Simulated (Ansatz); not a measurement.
A CCSD(T) single point on C3H6Se, SMILES `C=C(C)[SeH]`.

```yaml
crystal:
  periodic: [false, false, false]
  atoms:
    - {symbol: C, position_ang: [-1.322274, 0.735079, -0.320949]}
    - {symbol: C, position_ang: [-0.118056, 0.177100, -0.290393]}
    - {symbol: C, position_ang: [0.361689, -0.727210, 0.793214]}
    - {symbol: Se, position_ang: [1.065173, 0.455024, -1.766732]}
    - {symbol: H, position_ang: [-1.633501, 1.405102, -1.113079]}
    - {symbol: H, position_ang: [-2.040820, 0.522572, 0.463747]}
    - {symbol: H, position_ang: [-0.402859, -0.838479, 1.564914]}
    - {symbol: H, position_ang: [1.266190, -0.328291, 1.262302]}
    - {symbol: H, position_ang: [0.611960, -1.714915, 0.397653]}
    - {symbol: H, position_ang: [2.295499, 0.262720, -0.987777]}
basis:
  gaussian: {orbitals: def2-TZVPP}
correlation: {method: ccsd_t}
```

```sh
$ ansatz run in.yaml --threads 4 --pin off --events-out ev --progress --plain --max-ram 10444MiB
```

Log, shortened:

```
Functional definition: HF
1356 factors; integrals over basis functions are off by at most 8.7e-4 eV
mean field evaluation 1: about -68486.5425 eV, gradient 3.2e1 eV
mean field evaluation 2: about -68486.7685 eV, gradient 3.2e1 eV
mean field evaluation 4: about -68489.8538 eV, gradient 3.6e0 eV
mean field evaluation 8: about -68489.9127 eV, gradient 3.5e-1 eV
mean field -68489.91344653 eV, -2516.9578950292 hartree, gradient 6.7e-6 eV, S^2 0.000000; 0 other end points of the search recorded, 0 dependent functions left out
12 core orbitals not correlated: weight in the atoms' cores, before any rotation towards them, 1.000 or more for the frozen orbitals, at most 0.000 for the correlated occupied ones
reference -68489.91344653 eV, -2516.9578950292 hartree; 17, 17 occupied and 196, 196 virtual orbitals, 1356 factors
second order -21.23440130 eV of doubles, -0.00000000 eV of singles
cycle   1  -21.48008442 eV  change   -2.5e-1 eV  update   9.8e-2
cycle   2  -22.05346373 eV  change   -5.7e-1 eV  update   2.9e-2
cycle   3  -22.14254119 eV  change   -8.9e-2 eV  update   1.3e-2
cycle   4  -22.13681112 eV  change    5.7e-3 eV  update   3.6e-3
cycle   5  -22.13816968 eV  change   -1.4e-3 eV  update   1.5e-3
cycle   6  -22.13832394 eV  change   -1.5e-4 eV  update   3.8e-4
cycle   7  -22.13819508 eV  change    1.3e-4 eV  update   1.7e-4
cycle   8  -22.13820245 eV  change   -7.4e-6 eV  update   5.8e-5
cycle   9  -22.13820862 eV  change   -6.2e-6 eV  update   2.5e-5
perturbative correction -0.94622219 eV, -0.0347730242 hartree
Total energy: -68512.99787734 eV, -2517.8062322143 hartree
```

Hardware: 4 threads of an Arm Neoverse V2 on a shared host. Wall time 95 s, peak host memory 3.8 GiB.

MP2 recovers 92.0 % of the CCSD(T) correlation energy and the triples give 4.1 %; T1 = 0.0098.
